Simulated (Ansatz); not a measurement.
Species: [Ta(F)4(CH3)] (charge 0, multiplicity 1).

Q: Give a relaxed geometry from PBE-D3(BJ)/def2-SVP in Ansatz (a program for electronic structure).

A: the end point of this relaxation.
Cartesian coordinates (Å) in one orientation:
```xyz
9

Ta    -0.012    -0.028    -0.034
F     -0.051    -1.221     1.446
F      0.058     1.208    -1.476
F     -1.555     0.826     0.614
F      1.827     0.236     0.250
C     -0.439    -1.650    -1.356
H     -1.323    -2.208    -0.982
H      0.432    -2.342    -1.347
H     -0.622    -1.307    -2.393
```
